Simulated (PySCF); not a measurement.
Te(OMe)2 (C₂H₆O₂Te), SMILES CO[Te]OC.

Geometry: PBE-D3(BJ)/def2-SVP. The def2 effective core potentials stand for the cores of Te; spin–orbit coupling is left out. One conformer was computed; it need not be the lowest.

Level of theory: PBE-D3(BJ)/def2-SVP (PySCF 2.14.0).

Frequencies are harmonic and unscaled.

```tsv
mode	ν (cm⁻¹)	IR (km/mol)	moving atoms (share of kinetic energy)
1	59	0.3	C 58 %, H 28 %, Te 8 %
2	101	5.0	H 55 %, O 29 %, C 15 %
3	115	0.8	H 87 %
4	150	6.7	H 64 %, O 29 %
5	219	10.5	O 58 %, H 26 %, C 16 %
6	280	4.8	C 38 %, O 25 %, H 23 %, Te 14 %
7	284	3.0	O 39 %, C 27 %, H 19 %, Te 15 %
8	516	56.9	O 76 %, Te 12 %
9	530	8.8	O 78 %, Te 9 %
10	1022	173.6	C 48 %, O 48 %
11	1033	48.0	O 49 %, C 46 %
12	1122	1.2	H 76 %, C 19 %
13	1123	1.1	H 76 %, C 19 %
14	1131	6.5	H 72 %, C 21 %
15	1132	12.2	H 73 %, C 21 %
16	1393	4.5	H 92 %
17	1394	11.8	H 91 %
18	1400	0.0	H 94 %
19	1400	30.4	H 94 %
20	1424	16.8	H 96 %
21	1428	10.2	H 95 %
22	2919	132.2	H 98 %
23	2922	28.4	H 97 %
24	3002	20.7	H 90 %, C 10 %
25	3003	39.3	H 90 %, C 10 %
26	3030	27.5	H 90 %, C 10 %
27	3031	3.5	H 90 %, C 10 %
```
